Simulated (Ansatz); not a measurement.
Input for Ansatz (a program for electronic structure): R-BLYP/def2-TZVPP on GeH3NO (SMILES [NH2][Ge][OH]), a point of a torsion scan.

Ansatz 0.2 input:
```yaml
crystal:
  periodic: [false, false, false]
  atoms:
    - {symbol: N, position_ang: [-1.05365064, -0.07272196, 0.17399669]}
    - {symbol: Ge, position_ang: [0.36383273, -1.05633706, 0.77513902]}
    - {symbol: O, position_ang: [1.63049829, -0.29662558, -0.24316237]}
    - {symbol: H, position_ang: [-1.99194883, -0.12521447, 0.53836937]}
    - {symbol: H, position_ang: [-1.00351841, 0.65235900, -0.52653380]}
    - {symbol: H, position_ang: [1.92405704, -0.54977600, -1.11147469]}
basis:
  gaussian:
    orbitals: def2-TZVPP
hamiltonian:
  xc: {name: BLYP}
scf: {lower_state_search: off}
```

Task: Predict the final total energy.

Result: -2208.9180 hartree.
